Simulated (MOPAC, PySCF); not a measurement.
H₅ClSi₂, SMILES `[SiH2]([SiH3])Cl`, neutral singlet in the gas phase. 

Cartesian coordinates (Å):
```xyz
8

Si     1.2014    -0.0206     0.0958
Si    -1.1261    -0.1295    -0.0951
Cl    -1.8854     1.7902    -0.0868
H      1.5673     0.6548     1.3677
H      1.7647    -1.3980     0.0913
H      1.7615     0.7421    -1.0498
H     -1.5450    -0.7761    -1.3645
H     -1.7383    -0.8630     1.0415
```
Charge 0, spin multiplicity 1.

All levels are single points at this geometry (PBE0-D4/def2-TZVP); Pople sets use spherical d functions. Orbital energies aren't observables, and empty levels follow the basis.

B3LYP-D3(BJ)/def2-TZVP in PySCF gives dipole (D) = 1.33.

### Question
Estimate the dipole (D) from each of these levels: PBE0-D4/def2-TZVP in PySCF; B3LYP/3-21G in PySCF; M06-2X/6-31G* in PySCF; SVWN5/6-31G* in PySCF; HF/STO-3G in PySCF; AM1 in MOPAC; PM6 in MOPAC; PM7 in MOPAC.

### Answer

| level | dipole (D) |
|---|---|
| PBE0-D4/def2-TZVP in PySCF | 1.34 |
| B3LYP/3-21G in PySCF | 2.42 |
| M06-2X/6-31G* in PySCF | 1.91 |
| SVWN5/6-31G* in PySCF | 1.70 |
| HF/STO-3G in PySCF | 3.10 |
| AM1 in MOPAC | 1.63 |
| PM6 in MOPAC | 1.68 |
| PM7 in MOPAC | 2.58 |
